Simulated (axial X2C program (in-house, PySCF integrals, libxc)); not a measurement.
Potential curves of BeHg, 2c

Calculated with an axial X2C code built on PySCF integrals. Two-component (2c) means X2C with spin–orbit coupling and atomic mean-field two-electron Coulomb and Gaunt terms. Basis: Hg dyall-cv3z [13s14p9d6f4g], Be dyall-cv3z [8s8p3d1f] (cores contracted in-house); Gaussian nuclei, density fitting, unrestricted open shells. Masses: Hg 201.971 u, Be 9.012 u.

State: Ω = 0 (closed shell). Energies in eV from the fragments at the same level (Hg + Be). Fits are polynomials in 1 − R0/R over 0.85 to 1.23 times the lowest point R0.

```tsv
R (Å)	r2SCAN0	PBE0
2.4986	-0.0699	-0.0514
2.6135	-0.1017	-0.0879
2.6997	-0.1123	-0.1016
2.7858	-0.1158	-0.1079
2.8720	-0.1144	-0.1088
2.9725	-0.1088	-0.1054
3.0730	-0.1012	-0.0994
3.2023	-0.0900	-0.0894
3.3602	-0.0766	-0.0765
3.5900	-0.0591	-0.0586
```

One determinant describes the state; a PBE0 search over occupations chose it and may have missed a lower one. Dissociation energies refer to the lowest single-determinant-based atoms at the same level and basis. The bond is weak and the correlated curve of this state has no minimum in the scanned range, so this well may be an artefact of the functional.

**Question.** Fit the r2SCAN0 curve near its minimum: give the equilibrium distance, the harmonic wavenumber and the well depth.

**Answer.** At r2SCAN0, 2c: Re = 2.798 Å, ωe ≈ 138 cm⁻¹, De = 0.12 eV to Hg + Be; Be follows as 0.25 cm⁻¹.

**Question.** Fit the PBE0 curve near its minimum: give the equilibrium distance, the harmonic wavenumber and the well depth.

**Answer.** At PBE0, 2c: Re = 2.847 Å, ωe ≈ 129 cm⁻¹, De = 0.11 eV to Hg + Be; Be follows as 0.241 cm⁻¹.
